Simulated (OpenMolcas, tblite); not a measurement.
**How methods differ on InPH6 (SMILES [PH3+][InH3-])**

The species is InPH6 (8 atoms), meant as a singlet with charge 0. SMILES: `[PH3+][InH3-]`. Geometry: relaxed at PBE0-D4/def2-TZVP.

```xyz
8

P    -0.5933    0.0626   -1.0266
In    0.8220   -0.0999    1.3628
H    -1.9975   -0.0772   -1.0218
H    -0.3189   -0.8557   -2.0621
H    -0.5268    1.2405   -1.8008
H     0.0233    1.2408    2.1119
H     2.3761    0.1407    0.6389
H     0.3074   -1.7088    1.7418
```

Quantity: the vertical ionisation energy (to the doublet cation), in eV. The values are calculated.

| level | kind | program | value (eV) | less CCSD(T)/def2-SVP | CPU time (all runs) |
| --- | --- | --- | --- | --- | --- |
| IPEA1-xTB | semi-empirical | tblite | 14.54 | +4.82 | under 2 s |
| HF/def2-SVP (core potential) | Hartree–Fock | OpenMolcas | 9.16 | -0.56 | 11 s |
| SVWN5/def2-SVP (core potential) | LDA | OpenMolcas | 9.50 | -0.22 | 45 s |
| PBE/def2-SVP (core potential) | GGA | OpenMolcas | 9.41 | -0.31 | 87 s |
| r2SCAN/def2-SVP (core potential) | meta-GGA | OpenMolcas | 9.54 | -0.18 | 92 s |
| B3LYP/def2-SVP (core potential) | global hybrid | OpenMolcas | 9.68 | -0.04 | 62 s |
| CCSD(T)/def2-SVP (core potential), open shells restricted | coupled cluster or CI | OpenMolcas | 9.72 | 0.00 | 62 s |

Differences are taken from CCSD(T)/def2-SVP (core potential), open shells restricted for orientation; it has basis-set and higher-order errors of its own. Spin-orbit coupling, which can split open shells on such heavy atoms by tenths of an eV, is left out. The values span 9.16 to 14.54 eV. The xTB values lack the empirical shift that such differences need. In the correlated wave-function rows the outer d shell of In is correlated, in sets not made for it. CPU times are rough (shared hosts, several kinds of processor): they show what a rung costs within a factor of a few.
